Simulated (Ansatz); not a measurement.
niobium atom (Nb), sextet (all electrons, no relativity). Base run: HF/3-21G (Ansatz, a first-principles code).

Geometry (Å):
```xyz
1

Nb     0.0000     0.0000     0.0000
```
Charge 0, spin multiplicity 6.
Orbitals are unrestricted.
All else is at Ansatz's defaults.

Each row names what was changed in the base input (with any setting that the change needs).

```tsv
change	E (Eh)	<S^2>	core-seconds (rough)
base	-3735.76573	8.752	4
functional = wB97M-V	-3737.58962	8.751	40
functional = revpbe	-3737.59096	8.750	10
functional = blyp	-3737.88881	8.750	10
functional = pbe	-3737.40674	8.750	8
functional = b3lyp	-3737.86950	8.750	5
functional = BHLYP	-3737.80433	8.750	10
functional = pbe0	-3737.49968	8.750	10
functional = B97M-V	-3737.13152	8.750	40
functional = wB97X	-3737.82935	8.751	30
functional = r2scan	-3737.72605	8.751	40
functional = lc_wpbe	-3737.37328	8.751	20
functional = wB97X-V	-3737.50362	8.751	30
```

Totals shift with the method and basis; they matter in differences.
